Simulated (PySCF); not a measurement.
C₄H₁₀Cl₂Si, singlet, at a GFN2-xTB geometry, atoms displaced at random by about 0.03 Å a coordinate. Base run: B3LYP/STO-3G, gradient in PySCF.

PySCF was given this input:
```python
from pyscf import gto, scf, dft

mol = gto.Mole()
mol.atom = '''
    C    -0.60812705    2.29139330   -1.17011051
    C    -0.98375231    1.25082717   -0.05797503
    C    -2.28072850    0.62505941   -0.32384722
    Si    0.39594514   -0.05772227    0.20233461
    C     2.12333783    0.78881148    0.56891387
    Cl   -0.06765411   -1.26961604    1.76125309
    Cl    0.56690103   -1.16843964   -1.44796519
    H    -0.55620059    1.70329982   -2.01116565
    H     0.27742389    2.80222322   -0.95422309
    H    -1.43179895    2.99549128   -1.22210455
    H    -1.06115972    1.77559691    0.90401320
    H    -3.08001548    1.27687592   -0.47654433
    H    -2.24084440    0.02070905   -1.19683994
    H    -2.60068255   -0.17030933    0.51202098
    H     2.43578625    1.33564771   -0.28206765
    H     2.08441019    1.40146762    1.43537171
    H     2.81958962    0.00477571    0.72653223
'''
mol.basis = 'sto-3g'
mol.verbose = 4
mol.build()

mf = dft.RKS(mol)
mf.xc = 'b3lyp'
mf.kernel()
g = mf.nuc_grad_method()
grad = g.kernel()
```

The coordinate followed is z of atom 1.

Variants of this job, named by their change:

| change | dE/dx (Eh/bohr) | net force (Eh/bohr) |
|---|---|---|
| base | -0.057322 | 0.000056 |
| conv_tol = 1e-4 | -0.057114 | 0.000056 |
| finite difference step (bohr) = 0.01; conv_tol = 1e-11 | -0.057337 | - |
| grids.level = 1; grid_response = off | -0.057311 | 0.000387 |
| grids.level = 1; grid_response = on | -0.057355 | 0.000000 |
| finite difference step (bohr) = 0.05; conv_tol = 1e-11 | -0.057575 | - |
| grids.level = 5; grid_response = on | -0.057333 | 0.000000 |
| finite difference step (bohr) = 1e-4; conv_tol = 1e-11 | -0.057327 | - |
| finite difference step (bohr) = 1e-5; conv_tol = 1e-11 | -0.057327 | - |
| finite difference step (bohr) = 1e-3; conv_tol = 1e-11 | -0.057327 | - |
| finite difference step (bohr) = 0.2; conv_tol = 1e-11 | [?] | - |
| grids.level = 5; grid_response = off | -0.057333 | 0.000022 |

### Question
Some entries are withheld; supply them.

### Answer

- finite difference step (bohr) = 0.2; conv_tol = 1e-11, dE/dx (Eh/bohr): -0.061255

The net force is zero for an exact gradient.
